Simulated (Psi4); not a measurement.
The Psi4 input:
```
memory 2 GB

molecule {
0 1
  O    -1.14257544   -0.76938954   -0.03182750
  B    -0.00770897   -0.03931797   -0.00346985
  O    -0.11414081    1.32224772    0.13027114
  O     1.17041255   -0.70476858   -0.10979414
  H    -1.93446708   -0.23864193    0.04760011
  H     0.69661442    1.82756308    0.14897985
  H     1.96682712   -0.17704808   -0.08842676
}

set basis def2-sv(p)

energy('tpss')
print_variables()
```

### Question
What does this run give for the nuclear repulsion energy, dipole moment, number of basis functions?

### Answer

```
Property                         Value
-------------------------  -----------
nuclear repulsion energy   116.7504 Eh
dipole moment                   3.09 D
number of basis functions           62
```

### Question
Roughly what does it cost on one core?

### Answer
very roughly 15 core-seconds.
